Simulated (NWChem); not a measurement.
Species: C₂H₂F₂OSi; SMILES C1O[Si@H](C=1F)F

```xyz
8

F     -0.9341    -2.1244    -0.0516
C     -0.1934    -1.0319    -0.0373
C      1.1266    -0.8778    -0.2651
O      1.4499     0.4628    -0.0932
Si    -0.1600     0.7533     0.4267
F     -0.9135     1.8557    -0.4732
H      1.9320    -1.5733    -0.5211
H     -0.2624     1.2018     1.8303
```
Atoms are numbered in this order, from 1.

Results from NWChem. Coordinates come from a PBE0/def2-SVP optimisation.

Q: Estimate the computed values for B3LYP/aug-cc-pVDZ. Quantities: highest occupied level (eV); orbital gap (eV); dipole (D).

A: 
```json
{
 "highest occupied level (eV)": "-6.90",
 "orbital gap (eV)": "5.85",
 "dipole (D)": "1.29"
}
```
